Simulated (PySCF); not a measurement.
Bi(H)2(SiH3) (BiH₅Si), SMILES [SiH3][BiH2]. Atoms are numbered in the order given.

```xyz
7

Bi     0.4622     0.0296     0.0000
H      0.4718    -1.2356    -1.2767
H      0.4718    -1.2356     1.2767
Si    -2.2222    -0.0026     0.0000
H     -2.7679    -1.3788     0.0000
H     -2.7143     0.7125     1.2028
H     -2.7143     0.7125    -1.2028
```
Charge 0, spin multiplicity 1.

Geometry optimised at B3LYP-D3(BJ)/def2-TZVP. The def2 effective core potentials stand for the cores of Bi; spin–orbit coupling is left out.

Calculation: B3LYP/def2-TZVPD in PySCF.

Mulliken values depend strongly on the basis, most of all with diffuse functions as here. ESP charges are fitted to the potential on shells at 1.4 to 2.0 van der Waals radii. Atomic charges (e):

| atom | ESP fit | Mulliken |
|---|---|---|
| Bi1 | 0.14 | 0.21 |
| H2 | -0.07 | -0.07 |
| H3 | -0.07 | -0.07 |
| Si4 | 0.17 | 0.19 |
| H5 | -0.07 | -0.09 |
| H6 | -0.06 | -0.09 |
| H7 | -0.06 | -0.09 |
